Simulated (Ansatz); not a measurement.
Computed with frozen-core CCSD(T)/def2-TZVPP // B3LYP-D3(BJ)/def2-TZVP run with Ansatz (a first-principles code).

Ansatz 0.2 input:
```yaml
crystal:
  periodic: [false, false, false]
  atoms:
    - { symbol: C, position_ang: [-1.434514, -0.668883, -0.024417] }
    - { symbol: C, position_ang: [-0.554846, 0.25743, 0.354133] }
    - { symbol: B, position_ang: [0.9512, 0.287119, -0.086798] }
    - { symbol: O, position_ang: [1.693742, 1.433429, -0.029565] }
    - { symbol: O, position_ang: [1.613154, -0.810384, -0.55759] }
    - { symbol: H, position_ang: [-1.157254, -1.494193, -0.674067] }
    - { symbol: H, position_ang: [-2.475219, -0.647181, 0.278132] }
    - { symbol: H, position_ang: [-0.928157, 1.061951, 0.986636] }
    - { symbol: H, position_ang: [1.199159, 2.197695, 0.276327] }
    - { symbol: H, position_ang: [1.092735, -1.616981, -0.52279] }
basis:
  gaussian: { orbitals: def2-TZVPP }
correlation:
  method: ccsd_t
```

Output:

```
Functional definition: HF
1375 factors; integrals over basis functions are off by at most 1.6e-3 eV
mean field evaluation 1: about -6886.6589 eV, gradient 4.9e1 eV
mean field evaluation 2: about -6886.8702 eV, gradient 4.9e1 eV
mean field evaluation 4: about -6891.5993 eV, gradient 4.1e0 eV
mean field evaluation 8: about -6891.6573 eV, gradient 1.9e-1 eV
mean field evaluation 16: about -6886.6580 eV, gradient 4.9e1 eV
mean field -6891.65749573 eV, -253.2637416347 hartree, gradient 1.3e-6 eV, S^2 0.000000; 0 other end points of the search recorded, 0 dependent functions left out
5 core orbitals not correlated
reference -6891.65749573 eV, -253.2637416347 hartree; 14, 14 occupied and 206, 206 virtual orbitals, 1375 factors
second order -24.37627982 eV of doubles, -0.00000000 eV of singles
cycle   1  -24.43301223 eV  change   -5.7e-2 eV  update   1.0e-1
cycle   2  -24.97713692 eV  change   -5.4e-1 eV  update   3.1e-2
cycle   3  -25.11157230 eV  change   -1.3e-1 eV  update   1.7e-2
cycle   4  -25.09848941 eV  change    1.3e-2 eV  update   4.3e-3
cycle   5  -25.09688119 eV  change    1.6e-3 eV  update   2.0e-3
cycle   6  -25.09816063 eV  change   -1.3e-3 eV  update   5.8e-4
cycle   7  -25.09797171 eV  change    1.9e-4 eV  update   2.4e-4
cycle   8  -25.09786196 eV  change    1.1e-4 eV  update   8.1e-5
cycle   9  -25.09788487 eV  change   -2.3e-5 eV  update   2.9e-5
perturbative correction -1.00966607 eV, -0.0371045436 hartree
Total energy: -6917.76504666 eV, -254.2231764352 hartree
```

Cost: roughly 4 core-minutes.
